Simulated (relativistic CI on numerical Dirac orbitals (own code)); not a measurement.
# Level scheme of Sr32+

These numbers are calculated, not measured: Dirac-Coulomb-Breit CI, separate exchange-only KLI orbitals for each configuration, model QED (radiative potential, 1s self-energy scaled to tabulated hydrogen-like ionisation energies), unscaled Slater integrals (own radial code, finite nucleus).

Configuration list (outside the closed core 1s2): 2s2.2p2, 2s.2p3, 2p4, 2p3.3s, 2p3.3p, 2p3.3d, 2s2.2p.3s, 2s2.2p.3p, 2s2.2p.3d, 2s.2p2.3s, 2s.2p2.3p, 2s.2p2.3d, 2s2.2p.4s, 2s2.2p.4p, 2s2.2p.4d, 2s2.2p.4f. Levels of other configurations are missing.

The lowest level is 2s2.2p2 3P_0, with 77 % of that term; Hund's rules for 2s2.2p2 give 3P with J = 0, in agreement.

```tsv
No.	Configuration	Term	J	E (10³ cm⁻¹)	%	Lifetime (s)
1	2s2.2p2	3P	0	0.0	77	
2	2s2.2p2	3P	1	516.2	99	5.26e-07
3	2s2.2p2	1D	2	605.9	53	1.92e-04
4	2s2.2p2	3P	2	1184.7	53	2.46e-07
5	2s.2p3(4S°)	5S°	2	1371.0	67	3.73e-10
6	2s2.2p2	1S	0	1390.8	75	1.25e-07
7	2s.2p3(2D°)	3D°	1	1746.0	54	1.16e-11
8	2s.2p3(2D°)	3D°	2	1939.0	60	3.59e-11
9	2s.2p3(2D°)	3D°	3	2094.9	100	4.49e-11
10	2s.2p3(2P°)	3P°	0	2279.1	100	1.15e-11
11	2s.2p3(2P°)	3P°	1	2335.1	46	7.83e-12
12	2s.2p3(2D°)	1D°	2	2407.0	52	7.21e-12
13	2s.2p3(4S°)	3S°	1	2483.4	43	4.43e-12
14	2s.2p3(2D°)	1D°	2	2865.8	44	8.47e-12
15	2s.2p3(2P°)	1P°	1	3154.7	55	3.59e-12
16	2p4	3P	2	3451.8	76	5.63e-12
17	2p4	3P	0	3674.8	53	4.37e-12
18	2p4	3P	1	4012.5	99	3.89e-12
19	2p4	1D	2	4119.5	77	4.81e-12
20	2p4	1S	0	4818.1	52	3.07e-12
21	2s2.2p.3s	3P°	0	18360.8	98	8.78e-14
22	2s2.2p.3s	3P°	1	18376.5	69	6.92e-14
23	2s2.2p.3p	3D	1	18651.3	71	5.03e-12
24	2s2.2p.3p	3P	0	18793.8	73	9.42e-13
25	2s2.2p.3p	3P	1	18867.3	40	9.00e-13
26	2s2.2p.3p	3D	2	18886.4	63	2.91e-12
27	2s2.2p.3s	3P°	2	18978.1	96	6.65e-14
28	2s2.2p.3s	1P°	1	19016.0	68	5.49e-14
29	2s2.2p.3d	3F°	2	19146.6	74	6.70e-14
30	2s.2p2(3P)<4P>.3s	5P	1	19154.6	70	1.09e-13
31	2s2.2p.3d	3D°	1	19249.1	54	7.57e-15
32	2s2.2p.3d	3P°	2	19255.8	43	1.17e-14
33	2s2.2p.3d	3F°	3	19261.2	56	1.45e-14
34	2s.2p2(3P)<4P>.3s	3P	0	19280.9	80	8.66e-14
35	2s2.2p.3p	3P	1	19323.9	53	1.02e-12
36	2s2.2p.3p	3D	2	19346.9	34	1.44e-12
37	2s2.2p.3p	3D	3	19444.6	95	3.07e-12
38	2s.2p2(3P)<4P>.3p	5D°	0	19448.7	70	3.96e-13
39	2s2.2p.3p	3S	1	19451.8	48	2.55e-12
40	2s.2p2(3P)<4P>.3p	5D°	1	19458.6	40	1.09e-13
41	2s.2p2(3P)<4P>.3s	5P	2	19537.6	46	1.73e-13
42	2s.2p2(3P)<4P>.3s	5P	2	19572.2	45	2.24e-13
43	2s.2p2(3P)<4P>.3p	5D°	2	19657.9	35	5.57e-13
44	2s2.2p.3p	1S	0	19668.5	72	6.23e-13
45	2s.2p2(3P)<4P>.3s	3P	1	19679.9	78	6.54e-14
46	2s.2p2(3P)<4P>.3p	3D°	1	19698.9	44	2.69e-14
47	2s.2p2(3P)<4P>.3s	5P	3	19714.9	66	7.69e-14
48	2s2.2p.3d	1D°	2	19791.4	46	1.34e-14
49	2s2.2p.3d	3F°	4	19807.7	97	2.28e-10
50	2s2.2p.3d	3D°	3	19824.8	47	1.05e-14
51	2s.2p2(3P)<4P>.3s	3P	2	19833.3	56	6.62e-14
52	2s2.2p.3d	3P°	1	19844.9	48	1.17e-14
53	2s2.2p.3d	3P°	0	19853.4	97	1.23e-14
54	2s.2p2(3P)<4P>.3p	5P°	1	19858.7	31	4.06e-14
55	2s2.2p.3d	3P°	2	19867.9	50	1.12e-14
56	2s.2p2(3P)<4P>.3p	5D°	2	19909.2	42	8.78e-14
57	2s.2p2(3P)<4P>.3d	5F	1	19913.9	62	1.38e-13
58	2s.2p2(3P)<4P>.3d	5F	2	19933.8	41	5.84e-14
59	2s2.2p.3d	1F°	3	19949.9	64	6.04e-15
60	2s2.2p.3d	1P°	1	19971.7	70	9.13e-15
61	2s.2p2(3P)<4P>.3d	5D	3	20007.2	31	1.83e-14
62	2s.2p2(3P)<4P>.3p	5D°	3	20019.0	76	6.34e-13
63	2s.2p2(1D)<2D>.3s	3D	1	20033.6	78	6.24e-14
64	2s.2p2(3P)<4P>.3p	5P°	3	20048.7	50	9.50e-14
65	2s.2p2(1D)<2D>.3s	3D	2	20058.5	40	4.15e-14
66	2s.2p2(3P)<4P>.3p	5P°	1	20072.4	34	4.21e-14
67	2s.2p2(3P)<2P>.3s	3P	0	20114.0	88	6.18e-14
68	2s.2p2(3P)<2P>.3s	3P	1	20114.3	54	8.00e-14
69	2s.2p2(3P)<4P>.3d	3F	2	20119.5	40	1.83e-14
70	2s.2p2(3P)<4P>.3p	3D°	2	20125.4	52	4.37e-14
```

Energies count from the lowest computed level; ° marks odd parity; lifetimes are radiative, by E1, M1, E2, M2 decay to levels of this space only. Percentages are summed over parent terms; the parents shown are those of the largest component, closed shells are left out there, and <> holds an intermediate term.

The mean weight of the leading LS term, summed over parents, in these 70 levels is 62 %, and that of the leading jj configuration (from the same eigenvectors) 87 %, so jj coupling describes them better and the LS labels are nominal.

At this charge energies of transitions that change n are usually good to better than 1 %, and those within a shell (Δn = 0) to a few per cent.

LS names give the leading component of a level, which can be under half, so a name can repeat, a term be missing and a line seem to break the LS rules.
